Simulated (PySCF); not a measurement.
Work out the structure from these simulated measurements.

Formula: C9H12OSi.

* UV, first state: lowest singlet excitation: 5.23 eV (237 nm, f = 0.022) [TDDFT CAM-B3LYP/def2-SVPD]
* 13C NMR: chemical shifts (computed TMS as zero) by class: 164.3 (1 C), 139.7 (2 C), 139.1 (1 C), 126.3 (1 C), 124.2 (1 C), 122.3 (2 C), 16.5 (1 C) ppm [GIAO HF/pcSseg-1]
* Triplet: lowest triplet excitation (Tamm–Dancoff): 4.03 eV [TDA CAM-B3LYP/def2-SVPD]
* Rotational structure: rotational constants A, B, C: 3.881, 0.360, 0.336 GHz [PBE0-D3(BJ)/def2-SVP]
* NMR, other nuclei: isotropic shieldings of nuclei other than C and H, by class: 258 (1 O), 415 (1 Si) ppm [GIAO HF/pcSseg-1]
* Polarisability: 136.9 au [CAM-B3LYP/def2-SVPD]
* UV, strongest line: among the 10 lowest singlet transitions: S5 at 6.77 eV (183 nm, f = 0.752) [TDDFT CAM-B3LYP/def2-SVPD]
* Dipole: 0.56 D [CAM-B3LYP/def2-SVPD]
* 1H NMR: chemical shifts (computed TMS as zero) by class: 7.55 (2 H), 7.08 (1 H), 7.03 (2 H), 5.87 (1 H), 5.38 (1 H), 5.25 (1 H), 4.37 (2 H), 1.84 (2 H) ppm [GIAO HF/pcSseg-1]

Electronic properties: PySCF, gas phase, density fitting. Levels stand in brackets. The structure is a single PBE0-D3(BJ)/def2-SVP conformer in the gas phase; no vibrational or solvent corrections. NMR values are class means; diastereotopic atoms form classes of their own.

Q: Give a SMILES that accounts for the data.

A: Numbering: `[CH2:1]=[CH:2][CH2:3][SiH2:4][O:5][c:6]1[cH:7][cH:8][cH:9][cH:10][cH:11]1`. Its formula, C9H12OSi, gives 5 degrees of unsaturation: 1 ring and 4 π bonds in the structure found (Kekulé form). 9 carbons fall into 7 classes; from least to most shielded: aromatic carbon bearing oxygen [C6] (164.3 ppm), aromatic CH carbon [C8/C10] (139.7 ppm, 2 C), alkene CH carbon [C2] (139.1 ppm), aromatic CH carbon [C9] (126.3 ppm), terminal =CH2 carbon [C1] (124.2 ppm), aromatic CH carbon [C7/C11] (122.3 ppm, 2 C, up to 6.5 ppm apart in this geometry), chain sp3 carbon bound to silicon [C3] (16.5 ppm). Hydrogen classes from least to most shielded: 2 H on the meta carbons, C8/C10 (7.55 ppm), 1 H on the para carbon, C9 (7.08 ppm), 2 H on the ortho carbons, C7/C11 (7.03 ppm), 1 H on an alkene CH carbon, C2 (5.87 ppm), 1 H on a terminal =CH2 carbon, C1 (5.38 ppm), 1 H on a terminal =CH2 carbon, C1 (5.25 ppm), 2 H on an oxygen-bound silicon, Si4 (4.37 ppm), 2 H on an sp3 carbon bound to silicon, C3 (1.84 ppm). The other shieldings belong to: 258 ppm, silyl ether oxygen [O5]; 415 ppm, oxygen-bound silicon [Si4]. The optimised geometry has point group C1 and is an asymmetric top. Structure: `C=CC[SiH2]Oc1ccccc1`. Computed isomers that give other values at the same levels: `C=CO[SiH2]c1cccc(C)c1` (rotational constant A: 2.107 GHz; this holds for the one conformer computed); `C=C(C)[SiH2]Oc1ccccc1` (13C chemical shifts (computed TMS as zero) by class: 164.1 (1 C), 142.3 (1 C), 141.0 (1 C), 139.7 (2 C), 126.3 (1 C), 122.5 (2 C), 19.9 (1 C) ppm). The assignments are read from this structure; whether some other isomer fits the data as well wasn't checked.

The values belong to the conformer `[CH2:1]=[CH:2][CH2:3][SiH2:4][O:5][c:6]1[cH:7][cH:8][cH:9][cH:10][cH:11]1`: C1–C2–C3–Si4 101°, C2–C3–Si4–O5 173°, C3–Si4–O5–C6 -178°, Si4–O5–C6–C7 176°.
